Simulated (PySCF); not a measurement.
Computed shifts of a molecule C4H6BFO, B3LYP/pcSseg-1 run with PySCF, GIAO, gas phase, equivalent atoms averaged, in ppm (number of nuclei): ¹⁹F: -96.5 (1). ¹³C: 136.7 (1), 136.5 (1), 73.7 (1), 13.9 (1). ¹H: 6.19 (1), 5.85 (1), 5.17 (2), 1.78 (2). References: ¹⁹F against CFCl3 (σ = 161.7 ppm); ¹¹B against BF3 (σ = 86.3 ppm); ¹³C against TMS (σ = 181.3 ppm); ¹⁷O against H2O (σ = 333.8 ppm); ¹H against TMS (σ = 31.68 ppm), references at their B3LYP-D3(BJ)/def2-TZVP geometries, non-relativistic. Geometry optimised at B3LYP-D3(BJ)/def2-SVP. One conformer was computed; it need not be the lowest.

**Question.** Identify the compound among the candidates.
A) C[C@]1(F)C=CB1O
B) C=C1COB1CF
C) C=CCB(F)C=O
D) FB1CC=CCO1

**Answer.** D, FB1CC=CCO1
